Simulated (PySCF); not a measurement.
Diatomics of Si with group 13

CCSD(T) with triple-zeta basis sets in PySCF, for the lowest determinant that a PBE0 search found; no spin–orbit coupling. De refers to high-spin ground-configuration atoms.

```tsv
M	basis	reference, frozen orbitals	state (unpaired electrons)	Re (Å)	ωe (cm⁻¹)	De (eV)
B	def2-TZVPP	UHF, 6	quartet (σ ↑, π ↑↑)	1.920	741	3.15
Al	def2-TZVPP	UHF, 10	quartet (σ ↑, π ↑↑)	2.427	383	2.45
Ga	def2-TZVPP	UHF, 14	quartet (σ ↑, π ↑↑)	2.419	314	2.40
In	x2c-TZVPPall	UHF, 23	quartet (σ ↑, π ↑↑)	2.609	267	2.18
Tl	def2-TZVPP	UHF, 9	quartet (σ ↑, π ↑↑)	2.675	237	2.09
```

Problem. By what factor does the well depth vary along the series?

Solution. At CCSD(T) it runs from 2.09 eV (TlSi) to 3.15 eV (SiB), a factor of 1.51.

The rows differ in basis set, which adds steps of its own.

Down a group the atoms grow and get heavier, so bonds lengthen and wavenumbers fall; this series shows no clear exception.

Correlated steps freeze the inner cores (6 to 23 orbitals); shallow outer-core shells are correlated. Spin–orbit coupling is left out, which matters for elements this heavy, above all for dissociation energies. The CCSD T1 diagnostic is raised in SiB, a sign that a single reference may not be enough there. States were picked by a PBE0 search and need not be the measured ground states.
